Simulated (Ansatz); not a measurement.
Consider the atomization: `C[N](C)[AlH][SH]` → Al• + 2 C• + 8 H• + N• + S•.

Calculated with Ansatz (gas phase, PBE0-D4/def2-TZVP geometries, no zero-point term in ΔE). CBS: MP2 limit from def2 TZ/QZ plus the TZ coupled-cluster correction, frozen cores. This one scheme is used for every species, atoms too. DFT in def2-TZVPP. Open shells (•) are unrestricted, without spin–orbit coupling. Spin–orbit coupling would lower the free atoms: a little for Al, C, S. Each species was taken in one conformer, which may not be the lowest.

`C[N](C)[AlH][SH]`:

Z-matrix (Å, degrees):
```
C
N 1 1.440
H 1 1.092 2 111.3
H 1 1.099 2 111.5 3 120.1
H 1 1.099 2 111.6 3 -120.1
C 2 1.445 1 112.1 3 -179.9
Al 2 1.771 1 127.0 3 0.1
H 6 1.099 2 111.5 1 -60.0
H 6 1.099 2 111.5 1 60.0
H 6 1.093 2 110.8 1 180.0
S 7 2.190 2 122.2 1 0.0
H 7 1.576 2 119.1 1 -180.0
H 11 1.343 7 94.9 2 0.1
```

```json
{"level": "revPBE", "ΔE (kcal/mol)": "1062.8"}
{"level": "CCSD/def2-SVP", "ΔE (kcal/mol)": "1021.5"}
```

(1) What does CCSD(T)/CBS give? (Best estimate.)

Largest T1 diagnostic among the species: 0.018.

Results:

(1) The calculation gave: +1091.5 kcal/mol. The listed levels differ from it by -28.7, -70.0 kcal/mol.

From BLYP to BHLYP (50 % exact exchange), in def2-TZVPP and without D4, ΔE moves by −15.6 kcal/mol: exact exchange takes away binding that semilocal exchange gives to molecules. The D4 term adds +10.6 kcal/mol with B3LYP and +5.6 kcal/mol with PBE0; it sums over pairs of atoms, weighted by their polarisabilities, and B3LYP, whose exchange is more repulsive, gets the larger term.

B3LYP here is the variant with VWN-RPA as its local correlation; programs differ in this.

For atomizations the MP2-based limit and the directly extrapolated one differ by several kJ/mol either way, and by 10 to 25 for some Ge, Se and Sn compounds, so smaller differences from it don't rank the levels.
